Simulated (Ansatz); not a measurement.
The cluster PbF2: single points at one geometry.

```yaml
crystal:
  periodic: [false, false, false]
  atoms:
    - {symbol: Pb, position_ang: [1.360871, -0.374312, 1.247041]}
    - {symbol: F, position_ang: [-0.708968, 0.239518, 0.590034]}
    - {symbol: F, position_ang: [-0.651904, 0.134793, -1.837065]}
basis:
  gaussian: {orbitals: def2-TZVP, initial_orbitals: start.molden}
magnetization: {spin_polarized: true, initial_magnetization: 4}
hamiltonian: {xc: {text: "exchange = 0.65*pbe_x + 0.35*exact_x\ncorrelation = pbe_c"}}
scf: {omitted_lower_state_checks: [starts]}
output: {orbitals: {seedname: orbitals}}
```

The file start.molden holds the orbitals of an earlier run on this structure, at another level or in another basis.

```sh
$ ansatz run in.yaml --threads 4 --pin off --events-out ev --progress --plain --max-ram 3916MiB
```

Shortened log:

```
Functional definition: unnamed
827 factors; their error is unknown
mean field evaluation 1: about -10671.6655 eV, gradient 2.4e0 eV
mean field evaluation 2: about -10671.6859 eV, gradient 3.6e-2 eV
mean field evaluation 4: about -10671.7933 eV, gradient 5.0e-4 eV
mean field evaluation 8: about -10671.7933 eV, gradient 3.5e-5 eV
mean field -10671.79332658 eV, -392.1811711505 hartree, gradient 9.2e-6 eV, S^2 6.017041; 0 other end points of the search recorded, 0 dependent functions left out
reference -10671.79335437 eV, -392.1811721716 hartree; 22, 18 occupied and 90, 94 virtual orbitals, 827 factors
Total energy: -10671.79335437 eV, -392.1811721716 hartree
Checks for a lower state left out: starts
```

Hardware: 4 threads of Arm Neoverse V1 on a shared host. Wall time 3.7 s.

First input, but with `hamiltonian: {xc: {text: "exchange = 0.95*pbe_x + 0.05*exact_x\ncorrelation = pbe_c"}}` (abridged; 3.6 s):

```
Functional definition: unnamed
mean field -10672.64317692 eV, -392.2124025746 hartree, gradient 7.4e-6 eV, S^2 6.007071
Total energy: -10672.64321687 eV, -392.2124040425 hartree
Checks for a lower state left out: starts
```

As the first input, with `hamiltonian: {xc: {text: "exchange = 0.90*pbe_x + 0.10*exact_x\ncorrelation = pbe_c"}}` (abridged; 3.4 s):

```
Functional definition: unnamed
mean field -10672.46004703 eV, -392.2056726750 hartree, gradient 9.4e-6 eV, S^2 6.008526
Total energy: -10672.46008501 eV, -392.2056740709 hartree
Checks for a lower state left out: starts
```

First input, but with `hamiltonian: {xc: {name: revPBE}, dispersion: d4}` (abridged; 2.6 s):

```
Functional definition: revPBE
mean field evaluation 16: about -10677.6877 eV, gradient 9.4e-5 eV
mean field -10677.68771067 eV, -392.3977857705 hartree, gradient 1.1e-6 eV, S^2 6.006310
Total energy: -10677.78966031 eV, -392.4015323508 hartree
Checks for a lower state left out: starts
```

The first input with `hamiltonian: {xc: lda}` (abridged; 1.5 s):

```
Functional definition: SPW92
mean field evaluation 16: about -10634.6344 eV, gradient 7.0e-4 eV
mean field -10634.63438349 eV, -390.8156051790 hartree, gradient 2.3e-6 eV, S^2 6.004562
Total energy: -10634.63441585 eV, -390.8156063683 hartree
Checks for a lower state left out: starts
```

The first input with `hamiltonian: {xc: pbe0, dispersion: d4}` and without the key `scf` (abridged; 10 s):

```
Functional definition: PBE0
mean field evaluation 16: about -10671.5862 eV, gradient 2.5e0 eV
mean field evaluation 32: about -10671.9380 eV, gradient 1.0e-1 eV
mean field evaluation 64: about -10671.9707 eV, gradient 1.7e-1 eV
mean field -10672.02415575 eV, -392.1896539661 hartree, gradient 1.3e-6 eV, S^2 6.013461; 8 other end points of the search recorded, 0 dependent functions left out
Total energy: -10672.05793738 eV, -392.1908954181 hartree
```

As the first input, with `hamiltonian: {xc: r2scan, dispersion: d4}` (abridged; 6 s):

```
Functional definition: r2SCAN
mean field -10677.53344195 eV, -392.3921164997 hartree, gradient 5.6e-6 eV, S^2 6.013600
Total energy: -10677.54232471 eV, -392.3924429351 hartree
Checks for a lower state left out: starts
```

Geometry: PBE0-D4/def2-TZVP.

In the def2 sets Pb takes a core potential; there is no spin–orbit coupling. At LDA (SPW92)/def2-TZVP the gap within one spin of the charge 0 quintet nearly closes, so an electron or hole may be smeared out by delocalisation error. In the quintet geometry the species has come apart into loosely held pieces. At PBE0-D4/def2-TZVP a singlet of charge 0 lies 9.43 eV below the quintet, each at its own geometry. The structure comes from a short search, and lower isomers may exist.
